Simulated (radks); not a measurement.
Results of a calculation; reference values are marked as such.
Q: These are the eigenvalues of the occupied orbitals of an atom or ion with whole-number occupations (hartree). Code: a radial shooting solver on a logarithmic mesh with Libxc functionals. Model: Dirac Kohn-Sham, PBE, spin-unpolarised, spherical densities, finite nucleus; Fermi nuclear charge, rms radius of each element as measured or else 0.836 A^(1/3) + 0.57 fm.

orbital  eigenvalue
1s1/2     -1118.130
2s1/2     -212.4561
2p1/2     -202.2574
2p3/2     -193.6776
3s1/2     -75.02189
3p1/2     -71.16111
3p3/2     -69.23469
3d3/2     -63.14681

Which element is it, and in what charge state? The configuration may be excited. Open shells, if any, fill j = l - 1/2 first.

A: Z = 50, tin, charge +30: Sn30+ in [Ar] 3d2. The list shows which subshells hold electrons but not how many an open one holds; the 1s level, -1118.1 hartree, gives Z - s = 47.3 by -(Z - s)^2/2, which with screening and relativity narrows Z to a few neighbours, and the depths of the outer levels then fix element, charge and occupations together.
